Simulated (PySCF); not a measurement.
Copper: a sound run and one with changed settings

Sound run: Cu [Ar] 3d10 4s1, Cu⁺ [Ar] 3d10. Computed with PySCF 2.14 in x2c-TZVPall (6s5p4d1f, 48 functions), with scalar relativity by spin-free X2C-1e. The sound run starts from symmetry-adapted Hartree-Fock orbitals and uses a fine grid where one is needed.

Changed run: initial guess minao, at most 3 SCF cycles. This setting is unsound on purpose.

```tsv
species	method	sound run (hartree)	changed run (hartree)	converged
Cu	UHF	-1653.13268	-1653.13226	no
Cu	B3LYP	-1654.80846	-1654.59730	no
Cu	M06-L	-1654.67243	-1654.33301	no
Cu⁺	UHF	-1652.89021	-1652.88978	no
Cu⁺	B3LYP	-1654.50462	-1654.04727	no
Cu⁺	M06-L	-1654.37801	-1653.83235	no
```

The SCF was stopped early; the energies are upper bounds that still move, and correlated levels were skipped or rest on poor orbitals.
